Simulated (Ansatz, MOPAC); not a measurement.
Molecule: GeH3 (charge 0, doublet). SMILES: [GeH3]
Structure (B3LYP-D3(BJ)/def2-TZVP (Ansatz, a first-principles code) minimum search):
```
Ge
H 1 1.5431
H 1 1.5431 2 110.72
H 1 1.5431 2 110.72 3 -123.21
```
Charge 0, spin multiplicity 2.

Wanted: vertical electron affinity to the singlet, in eV. Set-up: no spin-orbit coupling; each state is the SCF solution reached for its charge and spin; PM7 with its own dispersion and hydrogen-bond terms; six Cartesian d functions in 6-31G* and its kin unless marked 5d; no dispersion term unless named; non-relativistic; open shells spin-unrestricted. Ab initio and DFT rows: single points at B3LYP-D3(BJ) geometries (Ansatz). Semi-empirical rows: differences of heats of formation at the shared geometry for vertical values. Anions need diffuse functions, which STO-3G, LANL2DZ, def2-SVP, cc-pVDZ and Pople sets without + lack.

```tsv
species	coefficient	E at PBE/6-31G* (Ansatz), Eh	E at B3LYP/def2-TZVPD (Ansatz), Eh	heat of formation at PM7 (MOPAC), kcal/mol
charge -1, singlet	-1	-2078.16439	-2078.83169	-7.37
charge 0, doublet	+1	-2078.13881	-2078.79886	47.27
```

 1 Eh = 27.2114 eV and 1 eV = 23.0605 kcal/mol.

Question: Compute it at each level from the table.

Answer: 
- PBE/6-31G*: the sum of coefficient times E is 0.02558 Eh, or 0.696 eV. Result: 0.70 eV.
- B3LYP/def2-TZVPD: the sum of coefficient times E is 0.03283 Eh, or 0.893 eV. Result: 0.89 eV.
- PM7: the sum of coefficient times heat of formation is 54.64 kcal/mol, or 2.37 eV.
